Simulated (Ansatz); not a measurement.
`FC(F)(F)c1cc2sc(-c3cc4sc(-c5cc6sc(-c7cc8sc(C(F)(F)F)cc8s7)cc6s5)cc4s3)cc2s1` was relaxed with PBE-D4 (def2-SVP) in Ansatz in these states: charge +1 doublet, charge -1 doublet, neutral singlet. The geometries follow in no particular order.

Single mean-field runs in def2-SVP are fitted with def2-universal-jkfit.

A:

```xyz
48

F     7.560    5.052   -9.924
C     7.291    3.723   -9.968
F     8.471    3.064   -9.951
F     6.700    3.488  -11.166
C     6.428    3.288   -8.824
C     6.779    2.401   -7.821
C     5.715    2.238   -6.896
S     5.468    1.303   -5.449
C     3.840    1.962   -5.251
C     3.022    1.550   -4.135
C     1.634    1.638   -4.013
C     1.188    1.140   -2.767
S    -0.363    0.947   -2.003
C     0.383    0.237   -0.564
C    -0.432   -0.180    0.550
C    -0.026   -0.870    1.696
C    -1.108   -1.104    2.575
S    -1.291   -1.883    4.121
C    -3.027   -1.539    4.137
C    -3.831   -1.969    5.254
C    -3.440   -2.719    6.365
C    -4.522   -2.936    7.254
S    -4.714   -3.769    8.770
C    -6.413   -3.339    8.815
C    -7.261   -3.754    9.978
F    -7.186   -5.088   10.206
F    -6.883   -3.143   11.129
F    -8.558   -3.441    9.757
C    -6.823   -2.591    7.724
C    -5.740   -2.363    6.835
S    -5.543   -1.532    5.318
C    -3.432   -0.847    2.994
C    -2.348   -0.604    2.118
S    -2.164    0.179    0.576
C     1.773    0.156   -0.685
C     2.219    0.661   -1.928
S     3.771    0.856   -2.691
C     3.506    2.853   -6.272
C     4.567    2.999   -7.201
S     4.805    3.930   -8.652
H     7.757    1.907   -7.775
H     0.985    2.021   -4.811
H     1.008   -1.194    1.868
H    -2.416   -3.087    6.509
H    -7.853   -2.238    7.593
H    -4.472   -0.543    2.814
H     2.424   -0.245    0.103
H     2.549    3.388   -6.314
```

B:

```xyz
48

F     7.072  -10.394    4.917
C     6.715   -9.400    5.786
F     7.866   -8.912    6.317
F     6.036  -10.028    6.789
C     5.924   -8.320    5.148
C     6.334   -7.012    4.908
C     5.337   -6.272    4.236
S     5.184   -4.628    3.657
C     3.545   -4.944    3.038
C     2.806   -3.909    2.393
C     1.494   -3.966    1.878
C     1.092   -2.747    1.310
S    -0.361   -2.164    0.528
C     0.350   -0.547    0.291
C    -0.392    0.487   -0.344
C     0.024    1.801   -0.649
C    -0.988    2.545   -1.277
S    -1.117    4.177   -1.894
C    -2.800    3.903   -2.412
C    -3.530    4.952   -3.041
C    -3.112    6.262   -3.342
C    -4.131    7.009   -3.972
S    -4.258    8.642   -4.577
C    -5.925    8.361   -5.077
C    -6.696    9.431   -5.755
F    -6.727   10.594   -5.040
F    -6.185    9.774   -6.975
F    -7.983    9.049   -5.961
C    -6.358    7.068   -4.795
C    -5.344    6.309   -4.170
S    -5.213    4.675   -3.556
C    -3.215    2.591   -2.109
C    -2.206    1.844   -1.479
S    -2.076    0.214   -0.859
C     1.664   -0.492    0.804
C     2.066   -1.714    1.366
S     3.518   -2.295    2.149
C     3.152   -6.275    3.287
C     4.159   -7.004    3.953
S     4.299   -8.643    4.542
H     7.316   -6.633    5.218
H     0.875   -4.871    1.930
H     1.030    2.172   -0.417
H    -2.106    6.631   -3.105
H    -7.368    6.715   -5.039
H    -4.222    2.221   -2.347
H     2.278    0.416    0.763
H     2.176   -6.674    2.985
```

C:

Cartesian coordinates in Å:
```
F 5.686 0.295 -12.114
C 6.527 0.123 -11.072
F 7.415 1.137 -11.077
F 7.193 -1.034 -11.275
C 5.777 0.094 -9.764
C 5.812 1.072 -8.782
C 4.956 0.725 -7.709
S 4.529 1.461 -6.195
C 3.451 0.112 -5.808
C 2.713 0.092 -4.583
C 1.869 -0.935 -4.114
C 1.312 -0.612 -2.870
S 0.229 -1.415 -1.769
C 0.316 -0.052 -0.640
C -0.407 -0.074 0.586
C -0.470 0.951 1.557
C -1.276 0.584 2.640
S -1.765 1.356 4.121
C -2.719 -0.063 4.581
C -3.435 -0.071 5.817
C -3.486 0.942 6.790
C -4.298 0.572 7.878
S -4.765 1.332 9.373
C -5.716 -0.074 9.799
C -6.490 -0.089 11.094
F -5.684 0.172 12.144
F -7.465 0.845 11.089
F -7.061 -1.295 11.281
C -5.688 -1.089 8.855
C -4.875 -0.719 7.756
S -4.404 -1.482 6.270
C -2.653 -1.087 3.615
C -1.846 -0.720 2.531
S -1.362 -1.492 1.050
C 1.156 0.980 -1.115
C 1.709 0.659 -2.359
S 2.795 1.459 -3.461
C 3.434 -0.864 -6.822
C 4.283 -0.512 -7.887
S 4.717 -1.252 -9.403
H 6.430 1.975 -8.858
H 1.689 -1.867 -4.665
H 0.051 1.911 1.453
H -2.949 1.896 6.695
H -6.230 -2.034 8.977
H -3.177 -2.046 3.723
H 1.345 1.907 -0.560
H 2.826 -1.776 -6.774
```

Judge from the bond lengths which geometry belongs to which state (an estimate).

A is the neutral singlet (C2–C5 1.498 Å, C24–C25 1.498 Å, C14–C15 1.442 Å); B is the charge -1 doublet (C2–C5 1.482 Å, C24–C25 1.482 Å, C14–C15 1.423 Å); C is the charge +1 doublet (C2–C5 1.508 Å, C24–C25 1.508 Å, C14–C15 1.423 Å).
